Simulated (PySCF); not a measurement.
Gas-phase equilibrium of 1 mol NaCl, 7.4 mol H₂O at 800 K and 0.00100 bar, among 21 species (ClO, O₂, HCl, O, HO₂, H₂O, H, HOCl, Na, H₂O₂, O₃, Na₂, H₂, Na₂(OH)₂, NaCl, NaOH, Cl, Cl₂, Na₂O, Na₂Cl₂, OH). Only gases are allowed; each row takes one source of thermochemistry for all species, and Cantera finds the minimum.

Energies from PySCF, thermal terms from the rigid-rotor harmonic-oscillator model, ideal gas at 1 bar. Table values come from the NASA 1993 polynomials. After a fit of one offset per element over all species, the range-separated, M06-2X, PBE0/def2-QZVP and CCSD(T)/def2-TZVPP enthalpies, where run, lie to one side of the table for NaOH (+16 kJ/mol): a fault of the table's entry, another state or a shared error of the levels is possible; this was not checked at source. S°(298 K) at PBE0/def2-TZVP differs from the NASA 1993 table for Na₂(OH)₂ (+8 J/mol/K), NaOH (+8 J/mol/K); whether the harmonic model or the table's entry is off was not settled. † marks an energy on the PBE0/def2-TZVP geometry and frequencies; other levels use their own. The species in the table below are closed-shell singlets. B3LYP is the form with VWN-RPA correlation. The harmonic model lacks anharmonicity and excited electronic states, which grow with temperature; levels with a mode under 35 cm⁻¹ are left out. Soft modes under 120 cm⁻¹ make the harmonic entropy rough for Na₂Cl₂. The table's entry may be an old estimate for Na₂(OH)₂, NaOH, Na₂Cl₂ (not checked at source).

Molecules larger than those listed are left out. Table species left out: NaH, NaO.

Mole fractions:

```json
[
 {"thermochemistry": "table", "x H₂O": "0.93", "x Na₂Cl₂": "0.061", "x NaCl": "0.0049", "x HCl": "3.0e-6", "x Na₂(OH)₂": "5.6e-9", "x NaOH": "3.0e-6", "x H₂": "1.7e-8"},
 {"thermochemistry": "B3LYP/def2-TZVP†", "x H₂O": "0.93", "x Na₂Cl₂": "0.059", "x NaCl": "0.0078", "x HCl": "5.5e-6", "x Na₂(OH)₂": "1.4e-6", "x NaOH": "2.7e-6", "x H₂": "3.7e-7"},
 {"thermochemistry": "PBE0/def2-TZVP", "x H₂O": "0.93", "x Na₂Cl₂": "0.060", "x NaCl": "0.0053", "x HCl": "2.5e-6", "x Na₂(OH)₂": "5.2e-7", "x NaOH": "1.4e-6", "x H₂": "1.8e-7"},
 {"thermochemistry": "r2SCAN/def2-TZVP†", "x H₂O": "0.93", "x Na₂Cl₂": "0.061", "x NaCl": "0.0039", "x HCl": "3.3e-6", "x Na₂(OH)₂": "8.4e-7", "x NaOH": "1.6e-6", "x H₂": "6.1e-7"},
 {"thermochemistry": "LDA/def2-TZVP†", "x H₂O": "0.94", "x Na₂Cl₂": "0.062", "x NaCl": "0.0022", "x HCl": "9.1e-6", "x Na₂(OH)₂": "3.9e-6", "x NaOH": "1.3e-6", "x H₂": "2.2e-8"}
]
```
The most sensitive of these is Na₂(OH)₂: it spans a factor of 10^2.8 over these rows; at this temperature one factor of ten is RT ln 10 = 15 kJ/mol.
